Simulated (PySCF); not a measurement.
C₅H₇BO, SMILES O1CB(C)C1=C=C.

The structure is a stationary point at B3LYP-D3(BJ)/def2-SVP. This is a generated structure with no PubChem entry under its InChIKey; it may be hypothetical.

Vertical ionisation energy (IE) and electron affinity (EA) in eV. Rows of orbital energies are one-electron estimates. Where ΔSCF, EOM or ADC give a negative EA the extra electron is unbound and the value depends on the basis.

| level | IE | EA |
|---|---|---|
| −ε(HOMO), −ε(LUMO), CAM-B3LYP/def2-TZVP (PySCF) | [?] | [?] |
| −ε(HOMO), −ε(LUMO), PBE/def2-TZVP (PySCF) | 5.34 | 2.48 |

Task: What belongs in the gaps? (An estimate is asked for; the answer gives what the named calculation found.)

Result: 
- −ε(HOMO), −ε(LUMO), CAM-B3LYP/def2-TZVP (PySCF), IE: 7.81
- −ε(HOMO), −ε(LUMO), CAM-B3LYP/def2-TZVP (PySCF), EA: 0.50
